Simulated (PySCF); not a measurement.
Species: C5H5ClF2.
Cartesian coordinates in Å at the PBE0-D3(BJ)/def2-SVP level; atoms count from 1:
```xyz
13
C5H5ClF2 angstrom
C      2.0198   -0.4104   -0.6522
C      0.9267   -0.1983    0.0609
C     -0.3197    0.5682    0.2388
C     -1.4885    0.3517   -0.6692
F     -1.3418    1.0793   -1.8002
Cl    -3.0093    0.8252    0.1380
C      0.0968   -0.5076    1.2186
F      0.4856   -0.1289    2.4564
H      2.2088    0.1492   -1.5726
H      2.7665   -1.1437   -0.3348
H     -0.2159    1.6005    0.5975
H     -1.6005   -0.7073   -0.9477
H     -0.4807   -1.4413    1.2394
```

Computed, not measured: PySCF 2.14.0, density-fitted response routines, TDDFT PBE0/def2-SVPD, vertical, gas phase, core orbitals frozen in the response.

Ground-to-excited transition dipoles (e·a0, same axes as the geometry; the sign carries no meaning), for the states with f of 0.002 or more among the lowest 6:

| state | E (eV) | μx | μy | μz |
| --- | --- | --- | --- | --- |
| S1 | 5.964 | 0.198 | -0.068 | -0.018 |
| S2 | 6.378 | -0.166 | -0.078 | 0.128 |
| S3 | 6.861 | 1.010 | -0.280 | -0.453 |
| S4 | 7.098 | -0.875 | 0.190 | 0.449 |
| S5 | 7.435 | 0.355 | -0.127 | -0.329 |
| S6 | 7.566 | -0.283 | -0.087 | -0.015 |

(1) Work out the oscillator strengths.

(2) Which bond between heavy atoms lies closest to the direction of the S3 transition dipole?

(3) What angle do the transition dipoles of S3 and S6 make?

(4) What peak molar absorption coefficient would the strongest computed level give as a lone Gaussian band 0.5 eV wide at half height?

## Answers

(1) f = (2/3) ΔE |μ|² with ΔE in hartree (27.2114 eV).

```json
{"state": "S1", "|μ|² (au)": "0.044", "|μ| (D)": "0.53", "f": "0.006"}
{"state": "S2", "|μ|² (au)": "0.050", "|μ| (D)": "0.57", "f": "0.008"}
{"state": "S3", "|μ|² (au)": "1.303", "|μ| (D)": "2.90", "f": "0.219"}
{"state": "S4", "|μ|² (au)": "1.003", "|μ| (D)": "2.55", "f": "0.174"}
{"state": "S5", "|μ|² (au)": "0.250", "|μ| (D)": "1.27", "f": "0.046"}
{"state": "S6", "|μ|² (au)": "0.088", "|μ| (D)": "0.75", "f": "0.016"}
```

(2) C4–Cl6, at 4° from it; next C1–C2 at 10°.

(3) |cos θ| = |μa·μb| / (|μa| |μb|) = 0.75, so θ ≈ 41° (taken between 0 and 90°, since the signs are arbitrary).

(4) ε(max) = 2.175×10⁸ f / FWHM, with the width in cm⁻¹. S3: 2.175×10⁸ × 0.2191 / 4033 ≈ 12000 L mol⁻¹ cm⁻¹.

One conformer stands for the species.
